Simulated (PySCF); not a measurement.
Au³⁺: ionisation energy

Au³⁺ [Xe] 4f14 5d8 [5d3/2^4 5d5/2^4, M_J = 4] → Au⁴⁺ [Xe] 4f14 5d7 [5d3/2^4 5d5/2^3, M_J = 9/2], as a difference of total energies. Calculation: PySCF 2.14, in x2c-TZVPPall-2c (11s11p10d3f1g, 124 functions); the two-component X2C-1e Hamiltonian. Correlated levels: [Kr] 4d10 4f14 frozen; the 34 highest virtual spinors dropped. "Screened" scales the spin-orbit matrix elements by Boettger's factors to mimic the two-electron term; Breit and QED terms are absent.

```
                    method  ionisation energy (eV)
           GHF (spin-free)                  44.764
          GMP2 (spin-free)                  46.164
 GHF (screened spin-orbit)                  44.312
GMP2 (screened spin-orbit)                  45.690
```

Q: How much does correlation contribute at GMP2 (screened spin-orbit)?

A: 45.690 − (44.312) = 1.378 eV, measured against GHF (screened spin-orbit).

The spin-free rows relax to the high-spin LS determinant and lack the spin-orbit shift.

Errors of the correlated levels include the incompleteness of this basis and the frozen core.

The labels give the starting determinants; with spin-orbit coupling the two ends relaxed to ⟨J²⟩ = 20.01, ⟨L²⟩ = 12.50, ⟨S²⟩ = 2.08 and ⟨J²⟩ = 24.76, ⟨L²⟩ = 13.53, ⟨S²⟩ = 3.43.

For comparison: 45 ± 1.7 eV (theoretical estimate listed by NIST; NIST Atomic Spectra Database, ionization energies).
